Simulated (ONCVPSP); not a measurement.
# Potentials for titanium compared

Generated with ld1.x 7.5 (TM, RRKJ, ultrasoft, PAW), atompaw 4.2 or ONCVPSP 4.0.1. The cutoff is in Ry: for ld1.x and atompaw files where the sum of valence levels is converged to 10 mRy in a Bessel basis, for ONCV files where the hardest occupied wave has 1 mHa per electron of residual kinetic energy. The error is the largest all-electron minus pseudo excitation energy over each file’s own four to seven test configurations (ionisations up to +4, promotions, holes and added fractions of an electron), all of which were solved. The labels leave out finer settings (local radius, basis sizes, second energies), which also bear on the numbers. Spin-polarised tests are not counted. The rows are a selection from randomly drawn settings: files with unsolved tests, undetermined cutoffs or missed reference levels are left out.

| potential | cutoff (Ry) | largest error (meV) | bound ghosts |
| --- | --- | --- | --- |
| ONCV, PBEsol, scalar-relativistic, rc 1.16/1.66/1.90 (spd), local smoothed, core correction yes, reference 3s2 3p6 3d2, qcut 6/13/10.7, projectors 2/2/2 | 161 | +52 | none |
| ONCV, PBE, scalar-relativistic, rc 1.40/1.65/1.40 (spd), local smoothed, core correction no, reference 3s2 3p6 3d2 4s2, qcut 6.8/8.6/10.3, projectors 2/2/1 | 79 | +17 | none |
| ONCV, PBEsol, scalar-relativistic, rc 1.65/1.00/2.35 (spd), local smoothed, core correction yes, reference 3s2 3p6 3d2 4s1.5, qcut 6.5/7.4/8.1, projectors 2/1/2 | 63 | +9.4 | none |
| ONCV, PBE, scalar-relativistic, rc 1.00/1.66/1.40 (spd), local smoothed, core correction no, reference 3s2 3p6 3d1, qcut 5.4/8.4/10.6, projectors 2/2/3 | 446 | +24 | none |
| ONCV, PBEsol, scalar-relativistic, rc 1.50/1.55/2.40 (spd), local smoothed, core correction no, reference 3s2 3p6 3d2 4s1.75 4p0.25, qcut 10.6/10.2/5.6, projectors 2/2/2 | 64 | -216 | none |
| ONCV, LDA (Perdew-Wang 92), scalar-relativistic, rc 1.20/1.65/1.40 (spd), local smoothed, core correction yes, reference 3s2 3p6 3d1, qcut 8.9/9.8/10.6, projectors 2/1/3 | 84 | +36 | none |
| ONCV, PBE, scalar-relativistic, rc 1.50/1.65/1.30 (spd), local smoothed, core correction yes, reference 3s2 3p6 3d2 4s1.5, qcut 7.7/10.4/6.7, projectors 2/2/1 | 263 | +5.6 | none |

Q: Fill in the row for Ti: ONCV, PBE, fully relativistic, rc 1.95/1.15/2.40 (spd), local smoothed, core correction yes, reference 3s2 3p6 3d2 4s2, qcut 6/7/7.9, projectors 2/1/2.

A: cutoff 40 Ry, largest error +167 meV, bound ghosts: none.
